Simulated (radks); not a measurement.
The numbers below are computed, except where a source is named.
Question: The table gives one normalised radial function P(r) = r R(r) of Lu2+ in [Xe] 4f14 6s1 (r in bohr). Level of theory: non-relativistic Kohn-Sham, PBE, spin-polarised, spherical densities, point nucleus; open shells are filled with parallel spins first (spin-orbit coupling, left out, can overturn this in heavy ions); relativity is left out, which matters for an element this heavy (a radial shooting solver on a logarithmic mesh with Libxc functionals).

r           P
0.00375    0.1003
0.005082   0.1225
0.006887   0.1432
0.009409   0.1570
0.01275    0.1537
0.01728    0.1218
0.02342    0.0504
0.03174   -0.0606
0.04302   -0.1848
0.0583    -0.2574
0.07902   -0.1925
0.1071     0.0410
0.1451     0.3114
0.1967     0.3360
0.2666    -0.0357
0.3613    -0.4865
0.4896    -0.4425
0.6636     0.1957
0.8994     0.8673
1.229      1.0294
1.665      0.7000
2.257      0.2939
3.058      0.0726
4.145      0.0092
5.618      0.0005
7.613      0.0000
10.32      0.0000

Which n and l does it have? It may be an empty orbital.

Answer: n = 5, l = 0: the number of nodes gives n - l - 1 = 4, the rise at small r (about r^(l+1)) gives l, and the extent must fit the shell. The curve is that of 5s up; the table hardly tells the two spins apart. 5s up: eigenvalue -68.075 eV, 4 radial nodes at r = 0.0272, 0.103, 0.261, 0.614 bohr, <r> = 1.27 bohr, 90 % of the charge inside 1.84 bohr.
